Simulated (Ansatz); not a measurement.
Consider the silylene formation by 1,1-elimination: `CS[SiH](F)S` → `CSS` + `F[SiH]`.

Isolated molecules relaxed with PBE0-D4/def2-TZVP in Ansatz; ΔE leaves out vibrations. CCSD(T)/CBS adds triple-zeta CCSD(T) − MP2 to the extrapolated MP2 energy (def2 sets, frozen cores). This one scheme is used for every species. DFT in def2-TZVPP. Each species was taken in one conformer, which may not be the lowest.

`CS[SiH](F)S`:

Cartesian coordinates in Å:
```
C -1.514 -0.902 0.351
S -0.336 -1.195 -1.004
Si 0.973 0.431 -0.768
F 0.253 1.846 -0.959
S 1.770 0.402 1.202
H -2.179 -1.765 0.368
H -1.000 -0.824 1.307
H -2.098 -0.002 0.164
H 1.994 0.314 -1.828
H 2.136 1.696 1.168
```

`CSS`:

```xyz
7

C     0.709    0.593   -0.293
S     0.466   -0.928    0.643
S    -1.398   -1.521    0.078
H     0.024    1.372    0.039
H     0.590    0.413   -1.360
H     1.736    0.909   -0.093
H    -2.127   -0.840    0.986
```

`F[SiH]`:

Cartesian coordinates in Å:
```
F 0.753 0.969 -0.183
Si 0.385 -0.556 0.186
H -1.138 -0.413 -0.003
```

CCSD(T)/CBS gives +86.8 kcal/mol.

(1) Another level gave +84.1 kcal/mol. Which?
A. BHLYP/def2-TZVPP
B. BLYP-D4/def2-TZVPP
C. HF/def2-TZVPP
D. revPBE/def2-TZVPP

(2) What do rigid-rotor, harmonic-oscillator terms from PBE0-D4/def2-TZVP frequencies (298.15 K, 1 bar) make of the CCSD(T)/CBS value? (An estimate is asked.)

Largest T1 diagnostic among the species: 0.015.

Answers

(1) A. BHLYP 84.1, BLYP-D4 79.2, HF/def2-TZVPP 82.8, revPBE 77.7 kcal/mol.

(2) Computed: ΔZPE = -2.9 kcal/mol, ΔH = +84.2 kcal/mol, ΔS = 155 J/(mol·K), ΔG = +73.2 kcal/mol.

At CCSD(T), def2-SVP lies −2.4 kcal/mol from the extrapolated value and def2-TZVPP −1.3 kcal/mol. The D4 term adds +4.4 kcal/mol with B3LYP and +2.4 kcal/mol with PBE0; it sums over pairs of atoms, weighted by their polarisabilities, and B3LYP, whose exchange is more repulsive, gets the larger term. From BLYP to BHLYP (50 % exact exchange), in def2-TZVPP and without D4, ΔE moves by +10.6 kcal/mol.

B3LYP here is the variant with VWN-RPA as its local correlation; programs differ in this.
